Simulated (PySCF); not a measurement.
dibromo(difluoro)methane (CBr₂F₂), SMILES FC(F)(Br)Br. Atoms are numbered in the order given.

```xyz
5

F      0.0000     1.0711    -1.4352
C      0.0000     0.0000    -0.6639
F      0.0000    -1.0711    -1.4352
Br    -1.5993     0.0000     0.4259
Br     1.5993     0.0000     0.4259
```
Charge 0, spin multiplicity 1.

Coordinates come from a PBE0-D3(BJ)/def2-SVP optimisation.

Level of theory: ωB97X/def2-TZVP (PySCF).

The molecule is in vacuum.

Computed frontier levels, gap, dipole moment and polarisability:
```yaml
highest_occupied_level: -10.94 eV
lowest_empty_level: 0.55 eV
orbital_gap: 11.49 eV
dipole_moment: 0.42 D
quadrupole, principal values (traceless, Buckingham form, about the centre of nuclear charge): -2.33, -0.62, 2.95 D·Å
mean_static_polarisability: 51.8 bohr³ (7.68 Å³)
polarisability_principal_values: 40.4, 47.2, 67.9 bohr³
```
